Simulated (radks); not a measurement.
Hg, configuration [Kr] 4d10 4f14 5s2 5p4 5d10 6s2 6d2 (not the ground configuration).

Method: Dirac Kohn-Sham, OLYP, spin-unpolarised, spherical densities, finite nucleus; open shells fill j = l - 1/2 first; Fermi nuclear charge, rms radius 5.4648 fm; computed with a radial shooting solver on a logarithmic mesh with Libxc functionals.

Energy parts (eV):
total: -534947.55
kinetic: 616685.00
electron-nucleus: -1347529.13
Hartree: 206226.44
exchange-correlation: -10329.86

Orbitals (lengths in bohr, moments of r in powers of bohr):
orbital,occ.,eigenvalue (eV),<r^2>,small-component weight
1s1/2,2,-83013.95,0.0003811,9.25e-02
2s1/2,2,-14728.53,0.005741,2.13e-02
2p1/2,2,-14137.84,0.004054,2.14e-02
2p3/2,4,-12190.60,0.005239,1.89e-02
3s1/2,2,-3513.769,0.03725,7.12e-03
3p1/2,2,-3246.610,0.03391,7.07e-03
3p3/2,4,-2815.129,0.04029,6.36e-03
3d3/2,4,-2371.468,0.03083,6.25e-03
3d5/2,6,-2278.878,0.03256,6.06e-03
4s1/2,2,-790.7509,0.1799,2.43e-03
4p1/2,2,-675.9942,0.1830,2.33e-03
4p3/2,4,-571.6356,0.2152,2.06e-03
4d3/2,4,-383.6749,0.2257,1.86e-03
4d5/2,6,-364.1751,0.2370,1.79e-03
5s1/2,2,-139.1358,0.8959,6.38e-04
4f5/2,6,-121.8380,0.2736,1.43e-03
4f7/2,8,-117.6044,0.2812,1.40e-03
5p1/2,2,-100.7114,1.034,5.55e-04
5p3/2,2,-81.6589,1.238,4.73e-04
5d3/2,4,-28.5126,2.023,2.99e-04
5d5/2,6,-26.2643,2.159,2.81e-04
6s1/2,2,-17.1713,5.728,1.10e-04
6p1/2,0,-9.1196,8.613,7.31e-05
6p3/2,0,-7.1805,10.98,5.77e-05
7s1/2,0,-2.4918,44.28,1.32e-05
6d3/2,2,-0.9916,53.91,9.57e-06
6d5/2,0,-0.9463,56.73,9.06e-06

The highest occupied level is 6d3/2 at -0.992 eV. The configuration is held as typed, so some empty levels lie below it. The density falls to 0.001 e/bohr^3 at r = 5.18 bohr. The electron density at the nucleus is 2.325e+06 e/bohr^3.
